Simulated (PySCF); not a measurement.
Dipole moment and polarisability of Si(iPr)Cl3

Species: Si(iPr)Cl3, C3H7Cl3Si.
Cartesian coordinates in Å at the PBE0-D3(BJ)/def2-SVP level; atoms count from 1:
```xyz
14
C3H7Cl3Si angstrom
Si     0.1773    0.3400   -1.5669
C      0.1710    0.3138    0.3009
C      0.9757   -0.8712    0.8350
C     -1.2540    0.3508    0.8518
H      0.6885    1.2520    0.5774
H      2.0091   -0.8697    0.4579
H      0.5115   -1.8272    0.5453
H      1.0154   -0.8410    1.9354
H     -1.2366    0.3970    1.9523
H     -1.8143    1.2237    0.4852
H     -1.8112   -0.5549    0.5646
Cl     2.1025    0.3665   -2.2826
Cl    -0.7931    2.0030   -2.2888
Cl    -0.7612   -1.3268   -2.3244
```

Level: B3LYP/def2-SVPD (PySCF), static field, nuclei fixed, core orbitals frozen in the response. The polarisability tensor in these axes (au):

```
x   102.12  -2.46  -1.93
y    -2.46  99.13  -3.72
z    -1.93  -3.72 103.71
```

Question: Give the principal values, the mean and the anisotropy Δα = √{½[(α1 − α2)² + (α2 − α3)² + (α1 − α3)²]}.

Answer: Principal values 95.59, 103.50 and 105.87 au; mean 101.65 au = 15.06 Å³ = 16.76 × 10⁻⁴⁰ C²·m²/J; Δα = 9.32 au (9 % of the mean).

Question: What is the dipole moment, and where does it point?

Answer: (-0.03, -0.07, 2.38) D, 2.39 D in size, pointing from the negative to the positive side. Measured along this direction, the outermost atoms are Cl13, Cl12 and Cl14 at the negative end and H9 and H8 at the positive end.

Question: What would n − 1 = 2πNα be for an ideal gas of these molecules at 273.15 K and 1 atm, electronic part alone?

Answer: N = p/kT = 2.6868 × 10¹⁹ cm⁻³, so n − 1 = 2π × N × 15.06 × 10⁻²⁴ cm³ = 2543 × 10⁻⁶ at long wavelengths.

Question: What are the principal values of the traceless quadrupole moment, Θ = ½Σq(3rr − r²1), about the centre of nuclear charge?

Answer: -1.69, -1.40, 3.08 D·Å. The values depend on the origin, since the dipole doesn't vanish. The electronic extent ⟨r²⟩ about the same centre is 1574 bohr², a root-mean-square distance of 2.21 Å for the 90 electrons.

Question: Find the Langevin capture rate constant for O2+ (31.990 u) meeting this molecule (175.938 u), k = 2.342 × 10⁻⁹ cm³/s × √(α in Å³ / reduced mass in u).

Answer: The reduced mass is 27.07 u, so k = 1.75 × 10⁻⁹ cm³/s. The formula leaves out the permanent dipole, which adds to the capture rate.

Geometry: PBE0-D3(BJ)/def2-SVP; no solvent, vibrations or thermal averaging.

The run behind these numbers computed excited states as well. On an Arm Neoverse V1 with one thread, no GPU (shared host), this took 52 s (grids of density and orbitals included) and 0.95 GiB of memory at its peak.
